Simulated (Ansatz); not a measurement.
Input file for ClH$_{3}$OS$_{2}$Si (`O[Si](S)(S)Cl`):

```yaml
crystal:
  periodic: [false, false, false]
  atoms:
    - {symbol: O, position_ang: [-0.852550, 1.199570, 0.861010]}
    - {symbol: Si, position_ang: [-0.010431, 0.282667, -0.187846]}
    - {symbol: S, position_ang: [1.905450, 0.239989, 0.697792]}
    - {symbol: S, position_ang: [-0.841506, -1.635200, -0.547822]}
    - {symbol: Cl, position_ang: [-0.019642, 1.126988, -2.057166]}
    - {symbol: H, position_ang: [-1.765898, 1.397079, 0.642896]}
    - {symbol: H, position_ang: [2.368176, -0.648880, -0.197576]}
    - {symbol: H, position_ang: [-0.691500, -2.019312, 0.732811]}
basis:
  gaussian: {orbitals: def2-SVP}
correlation: {method: ccsd_t}
```

```sh
$ ansatz run in.yaml --threads 4 --pin off --events-out ev --progress --plain
```

The program prints (abridged):

```
Functional definition: HF
931 factors; integrals over basis functions are off by at most 1.2e-3 eV
mean field evaluation 1: about -44071.9331 eV, gradient 3.5e1 eV
mean field evaluation 2: about -44071.9378 eV, gradient 3.5e1 eV
mean field evaluation 4: about -44074.8481 eV, gradient 3.0e0 eV
mean field evaluation 8: about -44074.8859 eV, gradient 2.4e-4 eV
mean field -44074.88588900 eV, -1619.7221813900 hartree, gradient 2.6e-6 eV, S^2 0.000000; 0 other end points of the search recorded, 0 dependent functions left out
21 core orbitals not correlated: weight in the atoms' cores, before any rotation towards them, 1.000 or more for the frozen orbitals, at most 0.000 for the correlated occupied ones
reference -44074.88588900 eV, -1619.7221813900 hartree; 16, 16 occupied and 64, 64 virtual orbitals, 931 factors
second order -18.26382139 eV of doubles, -0.00000000 eV of singles
cycle   1  -19.13809974 eV  change   -8.7e-1 eV  update   9.2e-2
cycle   2  -19.56006055 eV  change   -4.2e-1 eV  update   2.6e-2
cycle   3  -19.64649660 eV  change   -8.6e-2 eV  update   1.2e-2
cycle   4  -19.64464052 eV  change    1.9e-3 eV  update   2.4e-3
cycle   5  -19.64386735 eV  change    7.7e-4 eV  update   8.9e-4
cycle   6  -19.64370016 eV  change    1.7e-4 eV  update   2.9e-4
cycle   7  -19.64355584 eV  change    1.4e-4 eV  update   9.0e-5
cycle   8  -19.64356150 eV  change   -5.7e-6 eV  update   2.7e-5
perturbative correction -0.50175139 eV, -0.0184390234 hartree
Total energy: -44095.03120189 eV, -1620.4625079838 hartree
```

Run time 2.6 s (4 threads of a server CPU on a shared host); peak host memory 0.34 GiB.

The correlation energy is -20.145 eV, 2.5 % of it from (T); the T1 diagnostic reads 0.0102.
